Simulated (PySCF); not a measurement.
CH₂I, doublet, geometry from GFN2-xTB (all electrons, no relativity); PBE0/STO-3G run with PySCF.

PySCF was given this input:
```python
from pyscf import gto, scf, dft

mol = gto.Mole()
mol.atom = '''
    C    -1.76238477   -0.01833772    0.07881161
    I     0.28516808    0.00308136   -0.00770438
    H    -2.28046389    0.90745591   -0.05339585
    H    -2.25913562   -0.96074191   -0.01114158
'''
mol.basis = 'sto-3g'
mol.spin = 1
mol.verbose = 4
mol.build()

mf = dft.UKS(mol)
mf.xc = 'pbe0'
mf.kernel()
mf.analyze()
```

What the program printed (banner, timings and long lists left out):

```
PySCF version 2.14.0

[INPUT] verbose = 4
[INPUT] num. atoms = 4
[INPUT] num. electrons = 61
[INPUT] charge = 0
[INPUT] spin (= nelec alpha-beta = 2S) = 1
[INPUT] symmetry False subgroup None
[INPUT] Mole.unit = angstrom
[INPUT] Symbol           X                Y                Z      unit          X                Y                Z       unit  Magmom
[INPUT]  1 C     -1.762384770000  -0.018337720000   0.078811610000 AA   -3.330424541405  -0.034653268549   0.148932358336 Bohr   0.0
[INPUT]  2 I      0.285168080000   0.003081360000  -0.007704380000 AA    0.538889570668   0.005822926491  -0.014559168160 Bohr   0.0
[INPUT]  3 H     -2.280463890000   0.907455910000  -0.053395850000 AA   -4.309452189060   1.714843140018  -0.100903532688 Bohr   0.0
[INPUT]  4 H     -2.259135620000  -0.960741910000  -0.011141580000 AA   -4.269147600049  -1.815539086292  -0.021054534795 Bohr   0.0

nuclear repulsion = 108.946913309487
number of shells = 16
number of NR pGTOs = 102
number of NR cGTOs = 34
basis = sto-3g
ecp = {}

******** <class 'pyscf.dft.uks.UKS'> ********
method = UKS
initial guess = minao
damping factor = 0
level_shift factor = 0
DIIS = <class 'pyscf.scf.diis.CDIIS'>
diis_start_cycle = 1
diis_space = 8
diis_damp = 0
SCF conv_tol = 1e-09
SCF conv_tol_grad = None
SCF max_cycles = 50
direct_scf = True
direct_scf_tol = 1e-13
number electrons alpha = 31  beta = 30
XC library pyscf.dft.libxc version 7.1.2
    S. Lehtola, C. Steigemann, M. J. T. Oliveira, and M. A. L. Marques,  SoftwareX 7, 1–5 (2018)
XC functionals = pbe0
    C. Adamo and V. Barone,  J. Chem. Phys. 110, 6158 (1999)
    M. Ernzerhof and G. E. Scuseria,  J. Chem. Phys. 110, 5029 (1999)
radial grids:
    Treutler-Ahlrichs [JCP 102, 346 (1995); DOI:10.1063/1.469408] (M4) radial grids

becke partition: Becke, JCP 88, 2547 (1988); DOI:10.1063/1.454033
pruning grids: <function nwchem_prune>
grids dens level: 3
symmetrized grids: False
atomic radii adjust function: <function treutler_atomic_radii_adjust>
small_rho_cutoff = 0
Set gradient conv threshold to 3.16228e-05
tot grids = 55696
init E= -6869.65780185784

cycle= 1 E= -6891.21878421989  delta_E= -21.6  |g|= 0.195  |ddm|= 1.79
cycle= 2 E= -6891.24335234811  delta_E= -0.0246  |g|= 0.167  |ddm|= 0.853
cycle= 3 E= -6891.26931988871  delta_E= -0.026  |g|= 0.0404  |ddm|= 0.398
cycle= 4 E= -6891.27053381228  delta_E= -0.00121  |g|= 0.00525  |ddm|= 0.0603
cycle= 5 E= -6891.27059621137  delta_E= -6.24e-05  |g|= 0.00122  |ddm|= 0.0221
cycle= 6 E= -6891.27060001095  delta_E= -3.8e-06  |g|= 0.000159  |ddm|= 0.00663
cycle= 7 E= -6891.27060007148  delta_E= -6.05e-08  |g|= 2.46e-05  |ddm|= 0.00073
cycle= 8 E= -6891.27060007306  delta_E= -1.58e-09  |g|= 2.28e-06  |ddm|= 0.000137
cycle= 9 E= -6891.27060007308  delta_E= -2.36e-11  |g|= 5.09e-07  |ddm|= 1.04e-05
Extra cycle  E= -6891.27060007307  delta_E= 1e-11  |g|= 1.82e-07  |ddm|= 1.91e-06
converged SCF energy = -6891.27060007307  <S^2> = 0.75541667  2S+1 = 2.0054094
**** SCF Summaries ****
Total Energy =                       -6891.270600073074093
Nuclear Repulsion Energy =             108.946913309487357
One-electron Energy =                -9709.361110229858241
Two-electron Energy =                 2709.143596847296976
Two-electron Coulomb Energy =         2891.506918607291482
DFT Exchange-Correlation Energy =     -182.363321759994676
**** MO energy ****
                             alpha | beta                alpha | beta
MO #1   energy= -1153.87955115143  | -1153.87951424107  occ= 1 | 1
MO #2   energy= -172.752323609746  | -172.752291578069  occ= 1 | 1
MO #3   energy= -164.852984215868  | -164.853025340853  occ= 1 | 1
MO #4   energy= -164.85167595373   | -164.851531210957  occ= 1 | 1
MO #5   energy= -164.851469384443  | -164.851452641956  occ= 1 | 1
MO #6   energy= -33.5692501864084  | -33.5691973317918  occ= 1 | 1
MO #7   energy= -30.8447279905154  | -30.8448070129377  occ= 1 | 1
MO #8   energy= -30.8398932502955  | -30.8396604777239  occ= 1 | 1
MO #9   energy= -30.8392920803851  | -30.8392643061348  occ= 1 | 1
MO #10  energy= -22.1421714932137  | -22.1421764942154  occ= 1 | 1
MO #11  energy= -22.1411674594656  | -22.1411026588407  occ= 1 | 1
MO #12  energy= -22.1407670037928  | -22.1407919987009  occ= 1 | 1
MO #13  energy= -22.1374941223493  | -22.1373970235606  occ= 1 | 1
MO #14  energy= -22.1374828645022  | -22.1373898250324  occ= 1 | 1
MO #15  energy= -10.0404501395094  | -10.0231026442536  occ= 1 | 1
MO #16  energy= -5.76906649311969  | -5.76891770747135  occ= 1 | 1
MO #17  energy= -4.52865677175729  | -4.52888310363035  occ= 1 | 1
MO #18  energy= -4.51213800244025  | -4.51147173177979  occ= 1 | 1
MO #19  energy= -4.51015056232974  | -4.51007026852004  occ= 1 | 1
MO #20  energy= -1.62416353508331  | -1.62405833472761  occ= 1 | 1
MO #21  energy= -1.61772762942447  | -1.61749117845144  occ= 1 | 1
MO #22  energy= -1.61638452784531  | -1.61646779747527  occ= 1 | 1
MO #23  energy= -1.6037520239618   | -1.60344765169281  occ= 1 | 1
MO #24  energy= -1.60372131027315  | -1.60342746823437  occ= 1 | 1
MO #25  energy= -0.703792064869472 | -0.660462784518985 occ= 1 | 1
MO #26  energy= -0.502275972730226 | -0.491670215858419 occ= 1 | 1
MO #27  energy= -0.431162523718278 | -0.419459241908533 occ= 1 | 1
MO #28  energy= -0.318134102932664 | -0.308236903811458 occ= 1 | 1
MO #29  energy= -0.261062827757452 | -0.213464352148388 occ= 1 | 1
MO #30  energy= -0.194086249550149 | -0.193305492469042 occ= 1 | 1
MO #31  energy= -0.146455768767767 | 0.0608333835443599 occ= 1 | 0
MO #32  energy= 0.141471276220517  | 0.170429901676329  occ= 0 | 0
MO #33  energy= 0.448664621254864  | 0.475840422240293  occ= 0 | 0
MO #34  energy= 0.521332723661996  | 0.537853820442097  occ= 0 | 0

To work with the spin densities directly, `use mulliken_meta_spin()` only printing them here.

 ** Mulliken spin pop alpha/beta on meta-lowdin orthogonal AOs **
 ** Mulliken Spin Density (per AO)  **
spin_pop of  0 C 1s       -0.00002
spin_pop of  0 C 2s        0.06344
spin_pop of  0 C 2px       0.03797
spin_pop of  0 C 2py       0.02714
spin_pop of  0 C 2pz       0.90106
spin_pop of  1 I 1s       -0.00000
spin_pop of  1 I 2s        0.00000
spin_pop of  1 I 3s        0.00000
spin_pop of  1 I 4s       -0.00000
spin_pop of  1 I 5s        0.00159
spin_pop of  1 I 2px      -0.00000
spin_pop of  1 I 2py      -0.00000
spin_pop of  1 I 2pz       0.00000
spin_pop of  1 I 3px      -0.00000
spin_pop of  1 I 3py       0.00000
spin_pop of  1 I 3pz       0.00000
spin_pop of  1 I 4px      -0.00002
spin_pop of  1 I 4py       0.00000
spin_pop of  1 I 4pz       0.00004
spin_pop of  1 I 5px      -0.04913
spin_pop of  1 I 5py       0.00020
spin_pop of  1 I 5pz       0.08609
spin_pop of  1 I 3dxy      0.00000
spin_pop of  1 I 3dyz      0.00000
spin_pop of  1 I 3dz^2     0.00000
spin_pop of  1 I 3dxz      0.00000
spin_pop of  1 I 3dx2-y2    0.00000
spin_pop of  1 I 4dxy      0.00000
spin_pop of  1 I 4dyz      0.00000
spin_pop of  1 I 4dz^2     0.00001
spin_pop of  1 I 4dxz      0.00011
spin_pop of  1 I 4dx2-y2    0.00003
spin_pop of  2 H 1s       -0.03425
spin_pop of  3 H 1s       -0.03425
 ** Mulliken Spin Density (per atom)  **
spin density of  0 C =      1.02959
spin density of  1 I =      0.03890
spin density of  2 H =     -0.03425
spin density of  3 H =     -0.03425
 ** Mulliken pop alpha/beta on meta-lowdin orthogonal AOs **
 ** Mulliken pop       alpha | beta **
pop of  0 C 1s        0.99984 | 0.99985
pop of  0 C 2s        0.60297 | 0.53953
pop of  0 C 2px       0.48072 | 0.44275
pop of  0 C 2py       0.53875 | 0.51161
pop of  0 C 2pz       0.98938 | 0.08832
pop of  1 I 1s        1.00000 | 1.00000
pop of  1 I 2s        1.00000 | 1.00000
pop of  1 I 3s        0.99998 | 0.99998
pop of  1 I 4s        0.99999 | 0.99999
pop of  1 I 5s        0.94857 | 0.94699
pop of  1 I 2px       1.00000 | 1.00000
pop of  1 I 2py       1.00000 | 1.00000
pop of  1 I 2pz       1.00000 | 1.00000
pop of  1 I 3px       0.99998 | 0.99998
pop of  1 I 3py       1.00000 | 1.00000
pop of  1 I 3pz       1.00000 | 1.00000
pop of  1 I 4px       0.99983 | 0.99985
pop of  1 I 4py       1.00000 | 1.00000
pop of  1 I 4pz       1.00000 | 0.99996
pop of  1 I 5px       0.54100 | 0.59013
pop of  1 I 5py       0.99545 | 0.99525
pop of  1 I 5pz       0.99941 | 0.91332
pop of  1 I 3dxy      1.00000 | 1.00000
pop of  1 I 3dyz      1.00000 | 1.00000
pop of  1 I 3dz^2     1.00000 | 1.00000
pop of  1 I 3dxz      1.00000 | 1.00000
pop of  1 I 3dx2-y2    1.00000 | 1.00000
pop of  1 I 4dxy      0.99995 | 0.99995
pop of  1 I 4dyz      1.00000 | 1.00000
pop of  1 I 4dz^2     0.99971 | 0.99971
pop of  1 I 4dxz      0.99999 | 0.99988
pop of  1 I 4dx2-y2    0.99913 | 0.99910
pop of  2 H 1s        0.45268 | 0.48693
pop of  3 H 1s        0.45268 | 0.48693
In total            31.00000 | 30.00000
 ** Mulliken atomic charges   ( Nelec_alpha | Nelec_beta ) **
charge of  0C =     -0.19372  (     3.61165      2.58206 )
charge of  1I =      0.07294  (    26.48298     26.44408 )
charge of  2H =      0.06039  (     0.45268      0.48693 )
charge of  3H =      0.06039  (     0.45268      0.48693 )
Dipole moment(X, Y, Z, Debye): -1.05875, -0.01513, -0.13447
```
